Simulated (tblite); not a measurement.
C4H10NOSi2 (doublet state).
Z-matrix (Å and degrees, GFN2-xTB geometry), rows numbered from 1:
```
C 
C   1  1.2084
Si  2  1.8733  1  173.06
N   3  1.7189  2  115.43  1    72.31
C   4  1.4404  3  124.14  2   -75.10
Si  3  2.3179  2  105.64  1  -169.45
O   6  1.6156  3  108.68  2    55.44
C   7  1.3970  6  130.71  3   -60.81
H   3  1.4748  2  107.72  1   -42.61
H   4  1.0087  3  118.76  2    76.03
H   5  1.0918  4  110.50  3  -151.23
H   5  1.0870  4  108.88  3   -31.69
H   5  1.0946  4  111.87  3    87.65
H   6  1.4570  3  114.88  2   163.81
H   6  1.4722  3  111.91  2   -68.31
H   8  1.0906  7  107.95  6   169.16
H   8  1.0923  7  110.21  6   -71.66
H   8  1.0923  7  111.08  6    48.98
```

Calculated harmonic vibrations of the isolated species, GFN2-xTB (tblite), most abundant isotopes, no scaling. Errors from tens to a few hundred cm⁻¹ against measured bands are possible. Modes of hydrogen on silicon can be 10 to 20 % off. One conformer, not necessarily the lowest. Open shells enter through the occupations alone, without spin polarisation, and single modes of such species can be off by tens of per cent.

Harmonic wavenumbers (cm⁻¹): 28.1, 63.4, 77.6, 99.8, 106.2, 114.6, 124.9, 159.6, 173.2, 234.9, 247.2, 267.1, 300.6, 414.4, 454.6, 496.8, 563.3, 610.8, 627.8, 679.3, 719.9, 755.5, 789.4, 811.8, 1065.2, 1103.0, 1132.0, 1138.5, 1158.6, 1166.0, 1361.9, 1418.5, 1422.6, 1477.5, 1483.5, 1487.0, 1499.1, 2100.6, 2137.8, 2160.5, 2300.1, 2926.7, 2958.9, 2968.0, 2973.4, 2993.7, 3038.4, 3448.4.

A = 2086, B = 887.0, C = 660.7 MHz; mass 144.030 u (most abundant isotopes); point group C1, symmetry number 1; spin multiplicity 2.

Q: What is the zero-point energy?

A: Half the sum of the wavenumbers: 27920 cm⁻¹ = 334.00 kJ/mol.

Q: What is S at 500 K and 1 bar for an ideal gas of classical rigid rotors and harmonic oscillators?

A: Translation 181.59, rotation 131.78, vibration 281.40, spin (R ln 2) 5.76: S = 600.5 J/(mol K).

Q: And Cp and H(500 K) − H(0)?

A: Cp = 250.51 J/(mol K), of which vibrations give 217.25 (their classical limit is 48 R = 399.1); H(500 K) − H(0) = 81.87 kJ/mol without the zero-point energy, 65.24 from vibrations.

Q: Which modes carry the vibrational entropy at 500 K?

A: 28.1 cm⁻¹: 29.23; 63.4 cm⁻¹: 22.47; 77.6 cm⁻¹: 20.80; 99.8 cm⁻¹: 18.72; 106.2 cm⁻¹: 18.20; 114.6 cm⁻¹: 17.58 J/(mol K); the other 42 give 154.41 together.

Q: What must be added to the electronic energy to get the Gibbs energy at 500 K and 1 bar?

A: ZPE + [H(500 K) − H(0)] − T·S = 334.00 + 81.87 − 300.26 = 115.61 kJ/mol.

Q: Blend soft modes into free rotors: weight 1/[1 + (100 cm⁻¹/ν̃)⁴] for the oscillator and the rest for a rotor with moment μB/(μ + B), μ = h/(8π²ν), B = 10⁻⁴⁴ kg m². What vibrational entropy results?

A: 254.42 J/(mol K) in place of 281.40, which changes −T·S at 500 K by +13.49 kJ/mol.

Hindered rotation and anharmonicity are outside this model. Other conformers, if any are populated, would add a mixing term that is left out. The structure is chiral; the term R ln 2 for an equal mix with its mirror image is left out.

The run took 1.3 s wall on an AMD EPYC 7R43 with one thread, no GPU, on a shared host. The figure is for the frequency step alone.
